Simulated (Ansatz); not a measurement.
Born–Oppenheimer molecular dynamics of F₄H₄OSiZr (11 atoms, charge 0, multiplicity 1). It starts at the highest image of a converged band, a first-order saddle point between two minima.

All numbers below come from RHF/def2-SVP in Ansatz.

| Quantity | Value |
| --- | --- |
| ensemble | NVE (velocity Verlet) |
| time step | 0.5 fs |
| steps asked | 200 |
| starting velocities drawn for | 300 K |
| seed | 2846 |

First frame:

```xyz
11
Properties=species:S:1:pos:R:3
Zr -0.149 0.126 -0.182
F -0.610 0.626 1.912
F 1.410 -0.848 0.299
F 0.176 1.939 -0.647
F -0.599 -0.648 -1.866
O -2.029 -0.434 0.601
Si -3.510 -1.173 0.316
H -3.284 -2.605 0.042
H -4.334 -1.006 1.529
H -4.152 -0.521 -0.840
H -1.528 0.113 1.581
```

What does the run give?

All steps were run.

| Property | Result |
| --- | --- |
| steps done | 200 |
| time covered | 100 fs |
| mean temperature over the second half | 518 K |
| spread of the potential energy over the second half | 9.1 meV per atom |
| mean potential energy of the second half above the start | -23.0 meV per atom |

The conserved energy stayed within 0.16 meV per atom of its start (net change 0.098 meV per atom), so the integration is sound. The kinetic energy rose, since the run started high on the potential surface and went downhill. A run of 0.1 ps of so small a system gives no equilibrium averages. The orbitals stay closed-shell, which can raise the energy where a bond breaks towards radicals; this wasn't checked here.

What happens to the structure?

Between its relaxed ends the band would form F2–H11 and break O6–H11. These pairs go: F2–H11 1.10 → 2.56 Å, O6–H11 1.23 → 0.91 Å. In the last frame they stand as before the step (other bonds may differ from the relaxed reactants and products). Also parted: Zr1–H11 2.24 → 3.07 Å. It ends as one piece, F4H4OSiZr. Pairs count as bonded within 1.25 times the sum of covalent radii (0.12 Å more for H–H). Another seed would give other details.

How do temperature and energy run in time?


```tsv
time (fs)	T (K)	potential energy less start (eV)	conserved less start (meV/atom)
0	300	0.000	0.00
5	245	0.064	0.03
10	278	0.025	-0.03
15	420	-0.141	-0.07
20	557	-0.300	-0.09
25	565	-0.309	-0.06
30	570	-0.314	0.04
35	558	-0.299	0.07
40	423	-0.143	0.04
45	572	-0.318	-0.12
50	690	-0.456	-0.13
55	432	-0.153	0.07
60	371	-0.081	0.10
65	501	-0.235	-0.03
70	475	-0.205	-0.10
75	530	-0.268	-0.03
80	571	-0.315	0.07
85	468	-0.195	-0.01
90	513	-0.249	-0.10
95	650	-0.407	-0.04
100	577	-0.321	0.10
```

The run took 4.6 min on 4 threads of Arm Neoverse V2, with other jobs on the host, peak memory 0.39 GiB.
